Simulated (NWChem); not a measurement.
System: C$_{4}$H$_{8}$O; SMILES OC1(CC1)C

```xyz
13

C      1.0729     1.1864    -0.0188
C     -0.0376     0.1574    -0.0056
O     -1.3353     0.7095    -0.0556
C      0.1273    -1.1395     0.7525
C      0.0969    -1.1255    -0.7672
H      0.9865     1.8298    -0.9018
H      2.0593     0.7102    -0.0318
H      1.0256     1.8263     0.8733
H     -1.4873     1.1684     0.7868
H      1.0720    -1.3413     1.2518
H     -0.7504    -1.5292     1.2606
H     -0.8010    -1.4978    -1.2511
H      1.0203    -1.3145    -1.3086
```
Atoms are numbered in this order, from 1.

All runs: NWChem. Coordinates come from a B3LYP/6-31G* (spherical d) optimisation.

For level PBE0/def2-TZVP:

```yaml
highest occupied level (eV): -7.37
orbital gap (eV): 8.42
dipole (D): 1.53
```

Task: What are these values for level Hartree-Fock/def2-TZVP?

Result: 
* **highest occupied level (eV)**: -10.65
* **orbital gap (eV)**: 14.29
* **dipole (D)**: 1.66
